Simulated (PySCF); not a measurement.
## Ionisation of ethynylcyclohexane

System: ethynylcyclohexane, `C#CC1CCCCC1` (C8H12). Numbering: `[CH:1]#[C:2][CH:3]1[CH2:4][CH2:5][CH2:6][CH2:7][CH2:8]1` These are map numbers, not IUPAC locants.

Energies: ωB97X-D3(BJ)/ma-def2-TZVP (PySCF, density fitting, integration grid level 2) on PBE0-D3(BJ)/def2-SVP structures. The prefix ma- adds one diffuse s and one diffuse p function on all atoms but H. ωB97X-D3(BJ) is ωB97X-V with D3(BJ) in place of VV10. Zero-point and thermal terms (298.15 K, 1 bar) come from unscaled GFN2-xTB harmonic frequencies, with soft modes damped to free rotors in the entropy. These were taken at the GFN2-xTB minima.

Frontier levels of the parent: HOMO -9.96 eV, LUMO 1.09 eV.

Oxidation to the radical cation:
- Vertical ionisation energy (electronic): 9.82 eV
- Adiabatic ionisation energy (with zero-point energy): 9.43 eV
- Adiabatic, electronic part: 9.57 eV
- Vertical gap at the product's structure: 9.10 eV
- Inner reorganisation energy (four-point): 716 meV
- Relaxation of product / of parent: 244 / 471 meV
- ⟨S²⟩ of the product: 0.765
- Largest spin populations: C1 0.52, C8 0.18, C3 0.11
- Largest changes of atomic charge: C1 0.27, C2 0.17
- Distances that move most (Å): C3–C8 1.537 → 1.670; C2–C3 1.460 → 1.408; C1–C2 1.212 → 1.235; C7–C8 1.524 → 1.510
- Potential in acetonitrile: 7.34 V absolute, 2.80 V against Fc+/Fc computed at 4.54 V (solvation -14 → -214 kJ/mol)

Solvents are IEF-PCM continua (electrostatics only, gas-phase structures); absolute potentials refer to an electron at rest in vacuum. Fc+/Fc in acetonitrile, 4.54 V, is ωB97X-D3(BJ)/ma-def2-TZVP on PBE0-D3(BJ)/def2-SVP structures with GFN2-xTB thermal terms. Benchmark calculations put it near 5.0 V in acetonitrile and DMSO, so it is about 0.5 V low, and the value against it can read up to that much too high.

Measured values (NIST Chemistry WebBook, evaluated or the median of agreeing entries): vertical ionisation energy 9.92 eV (computed 9.82, difference -0.10).
